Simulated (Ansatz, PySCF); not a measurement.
Reaction (SMILES): CC(C)[Si](O)(O)O [trihydroxy(propan-2-yl)silane] → C[CH]C + O[Si](O)O (the C-Si bond at the site shown breaks; other sites are not compared here)
Structures are relaxed separately at B3LYP-D3(BJ)/def2-TZVP in Ansatz (a first-principles code), one conformer each, not searched for the lowest. Frequencies are from Ansatz or PySCF.

Wanted: bond dissociation energy (enthalpy at 298 K, with B3LYP-D3(BJ) rigid-rotor harmonic-oscillator terms), in kJ/mol. Correlated levels leave the core frozen unless marked. Open shells are spin-unrestricted. No spin-orbit coupling. No relativistic terms. Basis-set limits of correlation are two-point, X^-3; Hartree-Fock from the larger set. [CCSD(T)-MP2]/basis is that difference in the basis named.

```csv
level,program,bond dissociation energy (kJ/mol)
HF/STO-3G,Ansatz,350.7
```

Q: Estimate the value at RI-MP2/CBS(cc-pV(T+d)Z,cc-pV(Q+d)Z)+[CCSD(T)-MP2]/cc-pV(T+d)Z as computed with Ansatz.

A: 377.9 kJ/mol
